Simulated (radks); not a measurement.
Results of a calculation; reference values are marked as such.
Species: neutral holmium. Configuration: [Xe] 4f11 6s2 (the NIST ground configuration). Code: a radial shooting solver on a logarithmic mesh with Libxc functionals. Model: scalar-relativistic Kohn-Sham, LB94 model potential, spin-unpolarised, spherical densities, finite nucleus; Fermi nuclear charge, rms radius 5.2022 fm. Some entries of the table are withheld. Estimate them.

orbital  occ.  eigenvalue (hartree)  <r> (bohr)  r(max) (bohr)
1s          2             -2046.790     0.02071            (1)
2s          2             -343.0273     0.08794        0.07454
2p          6             -304.1525     0.07789        0.06053
3s          2             -76.97069      0.2295         0.2112
3p          6             -65.06913      0.2284         0.2077
3d         10             -49.91910      0.2073         0.1694
4s          2             -15.23932      0.5197            (2)
4p          6             -11.34452      0.5512         0.5059
4d         10              -6.07349      0.5973         0.5240
5s          2              -2.04934         (3)          1.129
5p          6              -1.13856         (4)          1.298
4f         11              -0.34469      0.8282         0.5251
6s          2              -0.25152       3.763          3.138

Answer. 
(1) 1s r(max) (bohr): 0.01311
(2) 4s r(max) (bohr): 0.4838
(3) 5s <r> (bohr): 1.271
(4) 5p <r> (bohr): 1.512
